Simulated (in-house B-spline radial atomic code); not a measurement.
Radial electron density of Cu, [Ar] 3d10 4s1. Method: non-relativistic LDA exchange-only, spin-polarised, spherical fractional occupations, point nucleus. Calculated with a B-spline radial code for spherical atoms.

Columns: r (bohr), 4πr²n(r) (electrons per bohr), bar.

```
 0.00236    1.011 #
  0.0029     1.48 ##
 0.00356    2.147 ##
 0.00436    3.074 ###
 0.00536    4.384 #####
 0.00658    6.157 #######
 0.00807    8.496 #########
 0.00991    11.52 #############
  0.0122     15.3 #################
  0.0149    19.54 ######################
  0.0183    24.25 ###########################
  0.0225    28.86 ################################
  0.0276    32.58 ####################################
  0.0339     34.7 ######################################
  0.0416    34.64 ######################################
  0.0511    32.57 ####################################
  0.0627    29.66 #################################
   0.077    27.89 ###############################
  0.0945    29.07 ################################
   0.116    33.33 #####################################
   0.142    38.17 ##########################################
   0.175    39.73 ############################################
   0.215    35.32 #######################################
   0.263    26.99 ##############################
   0.323     19.7 ######################
   0.397    17.86 ####################
   0.487    20.42 #######################
   0.598    22.42 #########################
   0.734    20.33 #######################
   0.901    14.96 #################
    1.11    9.159 ##########
    1.36    5.113 ######
    1.67    2.796 ###
    2.05    1.611 ##
    2.51   0.9736 #
    3.08   0.5709 #
    3.78   0.3023 
    4.64   0.1345 
     5.7  0.04679 
       7  0.01199 
    8.59 0.002133 
    10.5 0.0002562
```

On this grid the curve has 3 maxima, near 0.0339, 0.175, 0.598 bohr.

The 4s up radial function P(r) = rR(r), positive near the nucleus:

```tsv
r (bohr)	P
0.00069	0.00519
0.00104	0.007743
0.00157	0.01151
0.00236	0.0169
0.00356	0.02461
0.00536	0.0351
0.00807	0.04865
0.0122	0.06459
0.0183	0.0792
0.0276	0.08533
0.0416	0.06966
0.0627	0.01798
0.0945	-0.068
0.142	-0.1417
0.215	-0.1115
0.323	0.06354
0.487	0.2357
0.734	0.1542
1.11	-0.1858
1.67	-0.5128
2.51	-0.608
3.78	-0.4467
5.7	-0.1948
8.59	-0.04329
```
